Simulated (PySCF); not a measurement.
Gas-phase reaction: 3 InHCl₂ + 2 InCl → InH₃ + 4 InCl₂

Method: PySCF energies (xtb for GFN2) plus ideal-gas RRHO corrections (1 bar). † marks an energy on the PBE0/def2-TZVP geometry and frequencies; other levels use their own. CCSD(T) freezes the core. Open shells (unrestricted): InCl₂ (multiplicity 2); the rest are closed-shell singlets. GFN2 has no spin-polarisation term. In: scalar-relativistic def2 core potential, no spin-orbit coupling. InHCl₂, InH₃, InCl₂: computed as isolated molecules; such fragments, hydroxides, amides, oligomers or adducts are transient or little studied in the gas. CCSD(T) isn't extrapolated to the basis-set limit; its ΔH°(298 K) is 393.9 kJ in def2-SVP and 417.8 kJ in def2-TZVPP. The harmonic model lacks anharmonicity and excited electronic states, which grow with temperature; levels with a mode under 35 cm⁻¹ are left out. Soft modes under 120 cm⁻¹ make the harmonic entropy rough for InHCl₂, InCl₂.

| level | ΔE electronic, kJ | ΔH°(298 K), kJ | ΔS°(298 K), J/K | ΔG°(600 K), kJ |
|---|---|---|---|---|
| CCSD(T)/def2-TZVPP† | 422 | 418 | 48 | 390 |
| GFN2-xTB | 350 | 348 | 64 | 310 |
| M06-2X/def2-TZVP† | 374 | 369 | 48 | 341 |
| PBE/def2-SVP | 366 | 361 | 53 | 330 |
| PBE/def2-TZVP† | 376 | 371 | 48 | 343 |
| PBE0/def2-QZVP† | 385 | 380 | 48 | 352 |
| PBE0/def2-TZVP | 383 | 379 | 48 | 351 |
| r2SCAN/def2-TZVP† | 366 | 362 | 48 | 334 |
| ωB97X-V/def2-TZVP† | 419 | 414 | 48 | 386 |
ΔH° is lowest at GFN2-xTB and highest at CCSD(T)/def2-TZVPP†. No reference value is set beside these.
